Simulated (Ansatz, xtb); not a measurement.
# Two structures of FNO2Sn

We compare a, a singlet given by its coordinates, with b, `O=N[O][Sn][F]`, a singlet. Both are isolated molecules in the gas phase, relaxed with B3LYP-D3(BJ)/def2-SVP; the shapes shown needn't be the lowest conformers.

a (Å):

```xyz
5

F    -1.9061    1.3089    0.2572
N     1.3474    0.1224   -0.1727
O     0.7560   -0.1621    0.8941
O     0.5912    0.1339   -1.1710
Sn   -1.3405   -0.5381   -0.0528
```

Close contacts (Å): F1–Sn5 1.96, N2–O3 1.25, N2–O4 1.25, O3–Sn5 2.33, O4–Sn5 2.33.

b (Å):

```xyz
5

F    -1.7958   -1.0676   -0.6683
N    -3.6684    0.4697    1.3346
O    -4.4327    1.0252    2.0326
O    -2.3509    0.6295    1.7845
Sn   -0.7706   -0.2242    0.7703
```

**Question.** Estimate which is lower in electronic energy at CCSD(T)/def2-SVP + ΔMP2/def2-TZVPP, and by roughly how much.

**Answer.** The CCSD(T)/def2-SVP + ΔMP2/def2-TZVPP calculation puts structure a lower, by 9.6 kcal/mol.

The same difference at several levels:

| level | geometry | E(b) − E(a) (kcal/mol) | departure from the last row (kcal/mol) | job, with rough time for the two |
| --- | --- | --- | --- | --- |
| GFN2-xTB | GFN2-xTB | +17.2 | +7.6 | optimisation, 0.19 s |
| HF/STO-3G | GFN2-xTB | +13.5 | +3.9 | single point, 0.92 s |
| r2SCAN-D4/def2-SVP | GFN2-xTB | +16.0 | +6.4 | single point, 2.3 s |
| B3LYP-D3(BJ)/def2-SVP | B3LYP-D3(BJ)/def2-SVP | +12.7 | +3.1 | optimisation, 32 s |
| HF/def2-SVP | B3LYP-D3(BJ)/def2-SVP | +11.7 | +2.1 | part of the CCSD(T) run |
| MP2/def2-SVP | B3LYP-D3(BJ)/def2-SVP | +12.1 | +2.5 | part of the CCSD(T) run |
| CCSD(T)/def2-SVP | B3LYP-D3(BJ)/def2-SVP | +12.1 | +2.5 | single point |
| CCSD(T)/def2-SVP + ΔMP2/def2-TZVPP | B3LYP-D3(BJ)/def2-SVP | +9.6 |  | single point, 23 s |

The levels shown agree on the order. The largest departure from CCSD(T)/def2-SVP + ΔMP2/def2-TZVPP is that of GFN2-xTB, 7.6 kcal/mol. The last row adds to CCSD(T) the change of the MP2 difference between the two basis sets, here −2.5 kcal/mol.

With harmonic frequencies from B3LYP-D3(BJ)/def2-SVP (ideal gas, rigid rotor, one conformer each, 298.15 K, 1 atm): on the last row, ΔE + ΔZPE = +8.8 kcal/mol. A mode under 50 cm⁻¹ makes harmonic enthalpies and free energies unreliable, so none is given.

The T1 diagnostic of structure a is large, so the coupled-cluster value is less sure. The correlated steps freeze 8 core orbitals; the filled d shell of Sn is correlated, in a basis made for valence electrons. Atoms past krypton carry core potentials in the def2 sets, other sets are all-electron and non-relativistic, and no spin–orbit term is included. Run with Ansatz 0.2.0, xtb 6.7.1; the last row on 1 thread of Intel(R) Xeon(R) 6975P-C (Granite Rapids) on a shared host.
